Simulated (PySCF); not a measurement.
Computed vibrations of Y2N2

Y2N2 (singlet). PySCF 2.14.0, RKS BP86, Y def2-SVP with ECP28, N def2-SVP; non-relativistic Hamiltonian with scalar-relativistic core potentials where named; density fitting; no spin-orbit coupling. Central differences of gradients.

```xyz
4

Y     0.0000    0.0000    1.4991
Y     0.0000    0.0000   -1.4991
N     1.3745    0.0000    0.0000
N    -1.3745    0.0000    0.0000
```

Run from Python with OMP_NUM_THREADS=2. Where DIIS fails, smearing, a level shift and second-order steps follow.
It took 27 s on 2 threads of Arm Neoverse V1, with other jobs on the host.

What are the harmonic wavenumbers and infrared intensities?

Modes are labelled in D2h; negative numbers are unstable modes, those under 60 cm⁻¹ near the noise; a finer grid moves soft modes by up to 10 cm⁻¹.
| cm⁻¹ | km/mol | symmetry |
| --- | --- | --- |
| 220 | 75.0 | b3u |
| 303 | 0.0 | ag |
| 462 | 0.0 | b3g |
| 574 | 110.4 | b1u |
| 668 | 0.0 | ag |
| 726 | 203.6 | b2u |

Is this a minimum?

Yes. Ideal gas at 298.15 K and 1 bar: S = 301.1 J/(mol K), Cp = 64.9 J/(mol K), H − H(0 K) = 14.1 kJ/mol (rigid rotor, harmonic modes, spin degeneracy alone).
